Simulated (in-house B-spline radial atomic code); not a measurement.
Configurations of neutral boron, with energies counted from [He] 2s2 2p1. Computed with a radial B-spline atomic code at the basis-set limit: scalar-relativistic (X2C) CAM-B3LYP, spin-polarised, spherical fractional occupations, exact exchange averaged over the configuration, Fermi nucleus of rms radius 2.406 fm. Shells without spins written out take the highest spin.

Occupations are held fixed; configurations that lie above the ionisation limit could autoionise.

| configuration | E - E(ref) (eV) | highest orbital | its <r> (bohr) |
| --- | --- | --- | --- |
| [He] 2s1 2p2 | 3.5823 | 2p up | 2.123 |
| [He] 2s2 3s1 | 5.2982 | 3s up | 6.416 |
| [He] 2s1 2p1 3s1 | 9.5714 | 3s up | 6.339 |

Problem. Order these further configurations by energy, lowest first.
A. [He] 2s1 2p1 3d1
B. [He] 2s2 3p1
C. [He] 2s2 3d1

Solution. B (6.2225 eV), C (7.0002 eV), A (11.304 eV).
